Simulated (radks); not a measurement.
Species: Ba10+. Configuration: [Kr] 4d10. All-electron calculation, Dirac Kohn-Sham, BLYP, spin-unpolarised, spherical densities, finite nucleus; Fermi nuclear charge, rms radius 4.8378 fm. Program: a radial shooting solver on a logarithmic mesh with Libxc functionals.

Normalised radial functions P(r) = r R(r) (large component), r in bohr:

r,4p1/2,4d3/2
0.0008982,0.0038,0.0000
0.001021,0.0044,0.0000
0.00116,0.0052,0.0000
0.001308,0.0060,0.0000
0.001487,0.0070,0.0000
0.00169,0.0083,0.0000
0.001921,0.0098,0.0000
0.002183,0.0116,0.0001
0.002461,0.0137,0.0001
0.002797,0.0163,0.0001
0.003179,0.0195,0.0002
0.003613,0.0234,0.0002
0.004107,0.0280,0.0003
0.00463,0.0334,0.0004
0.005263,0.0402,0.0006
0.005981,0.0484,0.0008
0.006798,0.0584,0.0011
0.007665,0.0696,0.0015
0.008711,0.0839,0.0021
0.009901,0.1009,0.0029
0.01125,0.1211,0.0041
0.01279,0.1448,0.0057
0.01442,0.1706,0.0078
0.01639,0.2022,0.0108
0.01863,0.2380,0.0150
0.02117,0.2779,0.0207
0.02406,0.3213,0.0284
0.02713,0.3643,0.0380
0.03083,0.4107,0.0516
0.03505,0.4553,0.0694
0.03983,0.4942,0.0927
0.04527,0.5230,0.1225
0.05104,0.5355,0.1574
0.05801,0.5273,0.2031
0.06593,0.4904,0.2581
0.07494,0.4189,0.3223
0.08517,0.3088,0.3947
0.09603,0.1702,0.4677
0.1091,-0.0107,0.5464
0.124,-0.2147,0.6194
0.141,-0.4230,0.6775
0.1602,-0.6100,0.7094
0.1807,-0.7390,0.7047
0.2053,-0.7984,0.6515
0.2334,-0.7524,0.5398
0.2652,-0.5881,0.3659
0.3015,-0.3106,0.1336
0.3399,0.0292,-0.1254
0.3863,0.4336,-0.4243
0.4391,0.8248,-0.7176
0.499,1.1439,-0.9728
0.5626,1.3352,-1.1503
0.6395,1.4002,-1.2522
0.7268,1.3258,-1.2556
0.826,1.1434,-1.1681
0.9388,0.9003,-1.0108
1.059,0.6615,-0.8255
1.203,0.4332,-0.6170
1.367,0.2553,-0.4241
1.554,0.1340,-0.2659
1.766,0.0620,-0.1506
1.991,0.0264,-0.0797
2.263,0.0091,-0.0355
2.572,0.0026,-0.0134

4p1/2: eigenvalue -332.69 eV, 2 radial nodes at r = 0.108, 0.337 bohr, <r> = 0.690 bohr, 90 % of the charge inside 1.00 bohr. 4d3/2: eigenvalue -230.90 eV, 1 radial node at r = 0.321 bohr, <r> = 0.772 bohr, 90 % of the charge inside 1.15 bohr.
